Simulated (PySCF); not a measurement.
CH5MgN, SMILES [CH3][Mg][NH2].

Geometry: PBE-D3(BJ)/def2-TZVP. One conformer was computed; it need not be the lowest.

Level of theory: TDDFT-LC-ωPBE/def2-SVPD in PySCF.

Vertical excitations. 

```json
[
 {"state": "S1", "energy (eV)": "5.04", "λ (nm)": "246", "f": "0.078", "main pairs": "HOMO→LUMO 84 %"},
 {"state": "S2", "energy (eV)": "5.76", "λ (nm)": "215", "f": "0.000", "main pairs": "HOMO→LUMO+1 69 %, HOMO→LUMO+4 28 %"},
 {"state": "S3", "energy (eV)": "6.22", "λ (nm)": "199", "f": "0.176", "main pairs": "HOMO−1→LUMO 79 %"},
 {"state": "S4", "energy (eV)": "6.54", "λ (nm)": "189", "f": "0.063", "main pairs": "HOMO−1→LUMO+1 69 %, HOMO−1→LUMO+4 29 %"},
 {"state": "S5", "energy (eV)": "6.62", "λ (nm)": "187", "f": "0.133", "main pairs": "HOMO→LUMO+2 73 %, HOMO→LUMO+5 18 %"},
 {"state": "S6", "energy (eV)": "6.77", "λ (nm)": "183", "f": "0.007", "main pairs": "HOMO→LUMO+3 71 %, HOMO→LUMO+7 15 %"},
 {"state": "S7", "energy (eV)": "6.89", "λ (nm)": "180", "f": "0.070", "main pairs": "HOMO−1→LUMO+2 65 %, HOMO−1→LUMO+5 31 %"},
 {"state": "S8", "energy (eV)": "7.56", "λ (nm)": "164", "f": "0.000", "main pairs": "HOMO→LUMO+4 55 %, HOMO→LUMO+1 22 %, HOMO→LUMO+11 10 %"},
 {"state": "S9", "energy (eV)": "7.88", "λ (nm)": "157", "f": "0.039", "main pairs": "HOMO−1→LUMO+3 66 %"},
 {"state": "S10", "energy (eV)": "8.16", "λ (nm)": "152", "f": "0.095", "main pairs": "HOMO→LUMO+5 74 %, HOMO→LUMO+2 18 %"},
 {"state": "T1", "energy (eV)": "4.60", "λ (nm)": "269", "f": "0", "main pairs": "HOMO→LUMO 78 %"},
 {"state": "T2", "energy (eV)": "5.26", "λ (nm)": "236", "f": "0", "main pairs": "HOMO−1→LUMO 79 %"},
 {"state": "T3", "energy (eV)": "5.71", "λ (nm)": "217", "f": "0", "main pairs": "HOMO→LUMO+1 68 %, HOMO→LUMO+4 28 %"},
 {"state": "T4", "energy (eV)": "5.76", "λ (nm)": "215", "f": "0", "main pairs": "HOMO→LUMO+2 64 %, HOMO→LUMO+5 28 %"}
]
```
Triplets are in the Tamm–Dancoff approximation, which puts them higher than full response would, so one can lie above its singlet here.
